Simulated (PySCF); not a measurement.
CH₈FNOSi₂, SMILES N[SiH2][Si@@H](O)CF.

Geometry: PBE0-D3(BJ)/def2-SVP. The structure was generated by enumeration; whether it is a known compound was not checked. The values are those of a single conformer.

Method: ωB97X/def2-TZVP in PySCF.

The molecule is in vacuum.

The total energy is -851.84585 hartree, the highest occupied level is -9.20 eV and the lowest empty level comes out as 1.51 eV. The orbital gap comes out as 10.71 eV and the dipole moment is 3.05 D. The quadrupole, principal values (traceless, Buckingham form, about the centre of nuclear charge) is -8.77, 1.58, 7.19 D·Å. The mean static polarisability is 76.3 bohr³ (11.31 Å³) and the polarisability, principal values is 68.4, 73.7, 86.8 bohr³.
